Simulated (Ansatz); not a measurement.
Process, species as SMILES: CF (CH3F) -> [CH3] (CH3) + F atom (the C-F bond at the site shown breaks; other sites are not compared here)
Structures are relaxed separately at B3LYP-D3(BJ)/def2-TZVP in Ansatz (a first-principles code).

Quantity: bond dissociation energy (electronic energy difference), in eV. Valence correlation only, unless marked. Open shells are spin-unrestricted. No spin-orbit coupling. Non-relativistic. CBS marks a two-point X^-3 extrapolation of the correlation energy; Hartree-Fock from the larger set.

Level to compare with: CCSD(T)/CBS(def2-TZVPPD,def2-QZVPPD) (Ansatz), 4.98 eV. It is a level with limits of its own, and the differences hold the functionals' basis error too.

Q: Rank these functionals by how close they come to CCSD(T)/CBS(def2-TZVPPD,def2-QZVPPD), closest first: SVWN5/def2-TZVPD (Ansatz); B3LYP/def2-TZVPD (Ansatz); wB97M-V/def2-TZVPD (Ansatz).

A: wB97M-V/def2-TZVPD (range-separated hybrid meta-GGA with VV10, 5.00 eV, difference 0.02), B3LYP/def2-TZVPD (global hybrid, 4.86 eV, difference -0.12), SVWN5/def2-TZVPD (LDA, 6.21 eV, difference 1.23)
